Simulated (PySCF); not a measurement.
# Unknowns

[PySCF: σ from GIAO-PBE0/pcSseg-1; coordinates at the GFN2-xTB level; relativity neglected; equivalent nuclei averaged; one conformer; no solvent]

Shifts are taken against calculated references (same method and geometry level): TMS for ¹H (σ = 31.72 ppm) and ¹³C (σ = 186.93 ppm). Splittings of carbon signals by F and P are missing where no couplings were computed. Where no couplings were computed, multiplicities follow the n + 1 count of equivalent neighbours, and m marks all less simple cases (inequivalent or close neighbours, rings, F or P nearby). Shifts are as computed. Against solution values, carbons near 30 ppm lie about +3 ppm off and those near 130 ppm about +5 ppm. Of 1309 compounds with measured shifts, 239 miss one by over three times the rms of a fit or turn the order of signals round; such compounds aren't used in these exercises. OH and NH positions are gas-phase values without hydrogen bonding to other molecules.

Question: C4H4F4. ¹H NMR (600 MHz, computed): δ 4.98 (m, 2H), 2.76 (m, 1H), 2.41 (m, 1H). ¹³C{¹H} NMR (computed): δ 125.5 (C), 90.6 (CH), 33.3 (CH2). Identify the compound.

Answer: SMILES F[C@@H]1C[C@H](F)C1(F)F. The formula gives 1 degree of unsaturation (1 ring in the answer). 3 carbon signals for 4 carbons: some carbons are equivalent by symmetry or fast rotation. Carbon types of the structure: 1 × C, 2 × CH, 1 × CH2, which accounts for all hydrogens. δC 125.5: fully substituted sp3 carbon bonded to 2 F; 2 electronegative neighbours deshield it. δC 90.6: sp3 CH bonded to F; the inductive effect lowers its shielding. δC 33.3: sp3 CH2 in a ring; aliphatic region, no heteroatom directly attached. δH 4.98: hydrogen on an sp3 CH bonded to F; its carbon carries F, hence the downfield position.

The shifts were computed for this structure.

Question: C6H10N2OSi. ¹H NMR (400 MHz, computed): δ 8.42 (d, 1H), 7.91 (m, 1H), 6.99 (m, 1H), 6.92 (d, 1H), 5.44 (s, 2H), 2.80 (s, 3H), 0.17 (br s, 1H). ¹³C{¹H} NMR (computed): δ 168.7, 153.8, 145.4, 120.7, 116.6, 28.6. Identify the compound.

Answer: SMILES CN[SiH2]Oc1ccccn1. Rings plus π bonds: 4 (1 ring in the answer). 6 carbon signals for 6 carbons: no two carbons are equivalent. Carbon types of the structure: 1 × C, 4 × CH, 1 × CH3, leaving 3 H on heteroatoms. δC 168.7: aromatic carbon bearing oxygen; an ipso carbon deshielded by its heteroatom. δC 153.8: aromatic CH next to a ring nitrogen; the adjacent pyridine-type nitrogen withdraws density from it. δC 145.4, 120.7, 116.6: aromatic CH. δH 0.17: hydrogen on a nitrogen bonded to C, Si; exchangeable, gas-phase position.

This is the structure that produced the data.
